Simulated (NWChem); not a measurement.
System meant: C2H2F2; SMILES F/C=C\F

Here is an NWChem input.

```
start job
memory heap 200 mb stack 900 mb global 1100 mb
geometry units angstroms noautoz
  F     -1.390480     0.000000     0.557303
  C     -0.663844     0.000000    -0.571349
  C      0.663844     0.000000    -0.571349
  F      1.390480     0.000000     0.557303
  H     -1.249322     0.000000    -1.483853
  H      1.249322     0.000000    -1.483853
end
basis spherical
  F library def2-svp
  C library def2-svp
  H library def2-svp
end
dft
  odft
  mult 2
  xc xpbe96 cpbe96
  iterations 150
  mulliken
end
task dft energy
```

End of the output:

```
 ==============================================================================
                                 internuclear angles
 ------------------------------------------------------------------------------
        center 1       |       center 2       |       center 3       |  degrees
 ------------------------------------------------------------------------------
    1 F                |   2 C                |   3 C                |   122.77
    1 F                |   2 C                |   5 H                |   114.54
    3 C                |   2 C                |   5 H                |   122.68
    2 C                |   3 C                |   4 F                |   122.77
    2 C                |   3 C                |   6 H                |   122.68
    4 F                |   3 C                |   6 H                |   114.54
 ------------------------------------------------------------------------------
                            number of included internuclear angles:          6
 ==============================================================================

 Summary of "ao basis" -> "" (spherical)
 ------------------------------------------------------------------------------
       Tag                 Description            Shells   Functions and Types
 ---------------- ------------------------------  ------  ---------------------
 F                          def2-svp                 6       14   3s2p1d
 C                          def2-svp                 6       14   3s2p1d
 H                          def2-svp                 3        5   2s1p

  pbe96 is a nonlocal functional; adding pw91lda local functional.

                                 NWChem DFT Module
                                 -----------------

 Summary of "ao basis" -> "ao basis" (spherical)
 ------------------------------------------------------------------------------
       Tag                 Description            Shells   Functions and Types
 ---------------- ------------------------------  ------  ---------------------
 F                          def2-svp                 6       14   3s2p1d
 C                          def2-svp                 6       14   3s2p1d
 H                          def2-svp                 3        5   2s1p

      Symmetry analysis of basis
      --------------------------

        a1         24
        a2          9
        b1         24
        b2          9

  number of electrons :                   32
  multiplicity        :                    2
 ------------------------------------------------------------------------
  no. of electrons and multiplicity not compatible                  32
 ------------------------------------------------------------------------
 ------------------------------------------------------------------------
  current input line :
    23: task dft energy
 ------------------------------------------------------------------------
 ------------------------------------------------------------------------
 There is an error in the input file
 ------------------------------------------------------------------------
 For more information see the NWChem manual at https://nwchemgit.github.io

0: no. of electrons and multiplicity not compatible:Received an Error in Communication
```

### Question
Find the fault in this run and fix the input.

### Answer
The program refused the input. Cause: the multiplicity doesn't fit the number of electrons (an even count wants an odd multiplicity, and the reverse). This input runs:
```
start job
memory heap 200 mb stack 900 mb global 1100 mb
geometry units angstroms noautoz
  F     -1.390480     0.000000     0.557303
  C     -0.663844     0.000000    -0.571349
  C      0.663844     0.000000    -0.571349
  F      1.390480     0.000000     0.557303
  H     -1.249322     0.000000    -1.483853
  H      1.249322     0.000000    -1.483853
end
basis spherical
  F library def2-svp
  C library def2-svp
  H library def2-svp
end
dft
  xc xpbe96 cpbe96
  iterations 150
  mulliken
end
task dft energy
```
It converges to -276.55231 Ha (PBE/def2-SVP).
